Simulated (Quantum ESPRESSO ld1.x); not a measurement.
Species: Au3+. Configuration: [Xe] 4f14 5d8. All-electron calculation, Dirac Kohn-Sham, PW91, spin-unpolarised, spherical densities, point nucleus; open shells are shared between the two j in proportion to 2j + 1. Program: ld1.x of Quantum ESPRESSO 7.5.

Normalised radial functions P(r) = r R(r) (large component), r in bohr:

r	5p1/2	5p3/2
0.001713	0.0168	0.0039
0.001978	0.0197	0.0051
0.002285	0.0231	0.0066
0.002618	0.0270	0.0085
0.003023	0.0319	0.0110
0.003491	0.0378	0.0143
0.004032	0.0448	0.0184
0.00462	0.0528	0.0233
0.005335	0.0628	0.0298
0.006161	0.0747	0.0380
0.007116	0.0887	0.0481
0.008152	0.1042	0.0598
0.009415	0.1231	0.0748
0.01087	0.1447	0.0927
0.01256	0.1689	0.1138
0.01439	0.1937	0.1367
0.01662	0.2214	0.1638
0.01919	0.2492	0.1930
0.02216	0.2750	0.2230
0.02539	0.2950	0.2501
0.02932	0.3078	0.2744
0.03386	0.3076	0.2901
0.03911	0.2892	0.2920
0.0448	0.2507	0.2760
0.05174	0.1841	0.2353
0.05976	0.0900	0.1666
0.06901	-0.0279	0.0695
0.07907	-0.1523	-0.0434
0.09131	-0.2814	-0.1739
0.1055	-0.3849	-0.2962
0.1218	-0.4357	-0.3846
0.1395	-0.4131	-0.4121
0.1611	-0.3011	-0.3609
0.1861	-0.1039	-0.2200
0.2149	0.1483	-0.0044
0.2462	0.3880	0.2312
0.2844	0.5782	0.4566
0.3284	0.6406	0.5916
0.3793	0.5368	0.5835
0.4345	0.2894	0.4271
0.5019	-0.0848	0.1261
0.5796	-0.4968	-0.2547
0.6694	-0.8586	-0.6342
0.7669	-1.0896	-0.9208
0.8856	-1.1819	-1.0958
1.023	-1.1218	-1.1207
1.181	-0.9485	-1.0147
1.353	-0.7329	-0.8358
1.563	-0.5027	-0.6149
1.805	-0.3087	-0.4070
2.085	-0.1683	-0.2407
2.388	-0.0841	-0.1310
2.758	-0.0350	-0.0603
3.185	-0.0124	-0.0239
3.679	-0.0037	-0.0080
4.215	-0.0009	-0.0024
4.867	-0.0002	-0.0005

5p1/2: eigenvalue -107.97 eV, 3 radial nodes at r = 0.0668, 0.198, 0.487 bohr, <r> = 0.997 bohr, 90 % of the charge inside 1.44 bohr. 5p3/2: eigenvalue -91.177 eV, 3 radial nodes at r = 0.0752, 0.215, 0.527 bohr, <r> = 1.09 bohr, 90 % of the charge inside 1.58 bohr.
